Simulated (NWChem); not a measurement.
Molecule: C$_{3}$H$_{5}$FO; SMILES C(=C\OC)/F

```xyz
10

C     -0.2917     2.2528    -0.0974
O      0.4760     1.1221     0.2167
C     -0.1949    -0.0483     0.2027
C      0.4095    -1.1928    -0.1174
F     -0.2392    -2.3554    -0.0423
H      0.3472     3.1335     0.0489
H     -1.1735     2.3414     0.5645
H     -0.6406     2.2345    -1.1457
H     -1.2509    -0.0403     0.5063
H      1.4532    -1.2712    -0.4314
```
Atoms are numbered in this order, from 1.

All runs: NWChem. Pople sets run with spherical d functions. Coordinates come from a PBE0/def2-SVP optimisation. Lowest singlet excitation in solution, TDDFT at PBE0/6-31G* with SMD, three treatments of the solvent's response.

Task: Estimate the computed values for solvent dimethyl sulfoxide. Quantities: ground-state reaction field (eV); corrected reaction field (eV); vertical excitation model (eV).

Result: 
| Property | Value |
|---|---|
| ground-state reaction field (eV) | 7.15 |
| corrected reaction field (eV) | 7.12 |
| vertical excitation model (eV) | 7.12 |
